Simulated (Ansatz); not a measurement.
`C=CC#N` + `[Cl][AlH][Cl]` → `N#[C][Al]([Cl])[Cl]` + `C=C`  (formal exchange of groups at a C–C bond)

Program: Ansatz. Geometries: PBE0-D4/def2-TZVP. ΔE: electronic, gas phase. CBS: MP2 limit from def2 TZ/QZ plus the TZ coupled-cluster correction, frozen cores. This one scheme is used for every species. Functionals use def2-TZVPP. B3LYP here is the variant with VWN-RPA as its local correlation; programs differ in this. HSE06 is defined as in plane-wave codes.

`C=CC#N`:

Cartesian coordinates in Å:
```
C 0.892 -0.523 0.183
C -0.310 -0.221 -0.297
C -0.988 0.987 0.032
N -1.553 1.958 0.285
H 1.419 0.144 0.855
H 1.376 -1.453 -0.089
H -0.836 -0.891 -0.969
```

`[Cl][AlH][Cl]`:

```xyz
4

Cl   -0.786    0.388    1.811
Al   -0.091   -0.012   -0.111
Cl    1.960   -0.235   -0.388
H    -1.083   -0.142   -1.312
```

`N#[C][Al]([Cl])[Cl]`:

```xyz
5

N    -0.920   -1.817    1.389
C    -0.491   -0.967    0.740
Al    0.223    0.442   -0.338
Cl   -1.079    1.621   -1.417
Cl    2.266    0.722   -0.374
```

`C=C`:

```xyz
6

C    -0.170    0.201    0.607
C     0.170   -0.201   -0.607
H    -1.208    0.280    0.911
H     0.576    0.467    1.348
H     1.208   -0.280   -0.911
H    -0.576   -0.467   -1.348
```

```
             level  ΔE (kJ/mol)  difference from CCSD(T)/CBS
       LDA (SPW92)        -29.0                         31.2
         revPBE-D4        -43.4                         16.8
          B3LYP-D4        -50.7                          9.5
        r2SCAN0-D4        -50.9                          9.3
          HSE06-D4        -45.4                         14.8
               PBE        -41.0                         19.2
            revPBE        -44.2                         16.0
              BLYP        -47.6                         12.6
             B3LYP        -49.5                         10.7
           r2SCAN0        -50.5                          9.7
     CCSD/def2-SVP        -54.2                          6.0
    MP2/def2-TZVPP        -60.1                          0.1
SCS-MP2/def2-TZVPP        -60.9                         -0.7
   CCSD/def2-TZVPP        -61.3                         -1.1
    MP2/def2-QZVPP        -60.0                          0.2
     MP2/CBS(def2)        -60.0                          0.2
       CCSD(T)/CBS        -60.2                            0
```

Largest T1 diagnostic among the species: 0.014.

From PBE to PBE0 (25 % exact exchange), in def2-TZVPP and without D4, ΔE moves by −3.7 kJ/mol. At CCSD(T), def2-SVP lies +7.6 kJ/mol from the extrapolated value and def2-TZVPP −0.1 kJ/mol. Leaving LDA and LC-ωPBE aside and taking each functional with its dispersion term where it has one, the values, not all of them listed here, spread over 15.1 kJ/mol, from ωB97M-V to PBE-D4. LDA lies +12.0 kJ/mol from PBE without D4.
